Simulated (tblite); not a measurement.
Species: C₆H₁₂N (charge +1).
SMILES with atom numbers: `[CH3:1][C:2]#[C:3][CH2:4][NH+:5]([CH3:6])[CH3:7]` (hydrogens: H8, H9, H10 on C1; H11, H12 on C4; H13 on N5; H14, H15, H16 on C6; H17, H18, H19 on C7)
Bond orders are those of one Lewis drawing.

Computed with GFN2-xTB (tblite), gas phase: Langevin dynamics at 300 K from the optimised GFN2-xTB geometry, time step 0.5 fs, friction 0.01 fs⁻¹, 2000 steps.

The start geometry, which sets the zero of energy:
```
atom  x, y, z in Å
C1      3.210   -1.274   -1.169
C2      1.986   -0.547   -0.976
C3      0.961    0.059   -0.820
C4     -0.267    0.807   -0.641
N5     -0.882    0.506    0.692
C6     -1.326   -0.897    0.754
C7     -1.980    1.434    1.003
H8      4.051   -0.701   -0.782
H9      3.362   -1.453   -2.232
H10     3.162   -2.232   -0.653
H11    -0.056    1.879   -0.697
H12    -0.991    0.547   -1.418
H13    -0.140    0.628    1.392
H14    -1.656   -1.149    1.760
H15    -2.153   -1.051    0.063
H16    -0.504   -1.553    0.472
H17    -2.747    1.367    0.232
H18    -1.614    2.458    1.048
H19    -2.427    1.182    1.963
```

**Question.** These frames come from the run, each turned onto the start geometry. Order them by potential energy, lowest first.
A.
```
atom  x, y, z in Å
C1      3.127   -1.248   -1.228
C2      1.945   -0.501   -1.052
C3      0.852   -0.076   -0.751
C4     -0.188    0.884   -0.551
N5     -0.886    0.485    0.730
C6     -1.314   -0.861    0.719
C7     -2.044    1.405    0.970
H8      4.061   -0.642   -1.157
H9      3.116   -1.778   -2.113
H10     3.359   -1.862   -0.382
H11     0.228    1.896   -0.497
H12    -1.040    0.784   -1.238
H13    -0.168    0.504    1.464
H14    -1.634   -1.117    1.771
H15    -2.057   -1.105   -0.018
H16    -0.583   -1.600    0.404
H17    -2.719    1.280    0.050
H18    -1.548    2.345    0.955
H19    -2.517    1.218    1.915
```
B.
```
atom  x, y, z in Å
C1      3.164   -1.254   -1.175
C2      2.095   -0.309   -0.934
C3      1.009    0.140   -0.767
C4     -0.253    0.850   -0.639
N5     -0.861    0.502    0.718
C6     -1.260   -0.920    0.759
C7     -2.008    1.429    0.943
H8      4.187   -1.008   -0.772
H9      3.242   -1.315   -2.206
H10     2.920   -2.190   -0.740
H11    -0.003    1.895   -0.666
H12    -0.940    0.520   -1.415
H13    -0.166    0.562    1.504
H14    -1.412   -1.161    1.837
H15    -2.202   -1.129    0.248
H16    -0.507   -1.628    0.367
H17    -2.832    1.355    0.177
H18    -1.602    2.395    0.911
H19    -2.580    1.276    1.843
```
C.
```
atom  x, y, z in Å
C1      3.134   -1.327   -1.199
C2      1.900   -0.666   -0.997
C3      1.005    0.114   -0.785
C4     -0.194    0.910   -0.600
N5     -0.875    0.572    0.686
C6     -1.251   -0.876    0.780
C7     -2.026    1.357    1.025
H8      3.963   -0.726   -0.899
H9      3.351   -1.575   -2.304
H10     3.119   -2.310   -0.698
H11     0.103    1.977   -0.640
H12    -0.862    0.698   -1.431
H13    -0.229    0.665    1.424
H14    -1.909   -1.087    1.585
H15    -1.807   -1.187   -0.144
H16    -0.281   -1.364    0.856
H17    -2.840    1.169    0.336
H18    -1.887    2.463    0.973
H19    -2.426    1.203    2.024
```
D.
```
atom  x, y, z in Å
C1      3.180   -1.328   -1.211
C2      1.969   -0.573   -0.974
C3      1.013    0.123   -0.778
C4     -0.186    0.892   -0.606
N5     -0.875    0.529    0.676
C6     -1.219   -0.901    0.809
C7     -2.049    1.354    0.956
H8      4.046   -0.854   -0.714
H9      3.378   -1.452   -2.293
H10     3.028   -2.344   -0.783
H11     0.003    1.944   -0.588
H12    -0.883    0.758   -1.472
H13    -0.239    0.725    1.469
H14    -1.414   -1.140    1.879
H15    -2.196   -1.063    0.299
H16    -0.410   -1.523    0.380
H17    -2.736    1.276    0.086
H18    -1.882    2.476    0.953
H19    -2.538    1.108    1.905
```
E.
```
atom  x, y, z in Å
C1      3.164   -1.301   -1.074
C2      1.957   -0.522   -0.943
C3      0.915    0.087   -0.813
C4     -0.275    0.846   -0.701
N5     -0.863    0.500    0.601
C6     -1.306   -0.919    0.575
C7     -1.959    1.443    1.135
H8      3.272   -1.388   -2.209
H9      3.038   -2.133   -0.459
H10     4.063   -0.742   -0.802
H11    -0.034    1.930   -0.744
H12    -0.896    0.585   -1.599
H13    -0.122    0.554    1.328
H14    -1.842   -1.073    1.556
H15    -1.964   -1.108   -0.224
H16    -0.502   -1.733    0.581
H17    -2.589    1.711    0.272
H18    -1.521    2.305    1.611
H19    -2.545    0.968    1.902
```

**Answer.** D (0.315 eV), C (0.464 eV), B (0.597 eV), E (0.720 eV), A (0.890 eV).

In the order of the answer:

```tsv
t (fs)	E above start (eV)	largest force (eV/Å)	rms force component (eV/Å)	rms distance from start (Å)	rms bond change (Å)	bond most changed (Å)
50	0.315	2.25	0.551	0.166	0.020	C7–H18 +0.046
125	0.464	2.56	0.739	0.214	0.026	C1–H9 +0.064
175	0.597	2.33	0.773	0.169	0.026	C1–H9 -0.053
875	0.720	3.09	0.931	0.755	0.033	N5–C7 +0.069
275	0.890	2.80	0.889	0.230	0.030	N5–C6 -0.061
```

The cost below is that of the whole dynamics run. The run took 10 s on an Intel Xeon Platinum 8488C with one thread (shared host), and the process peaked at 0.18 GiB of memory.
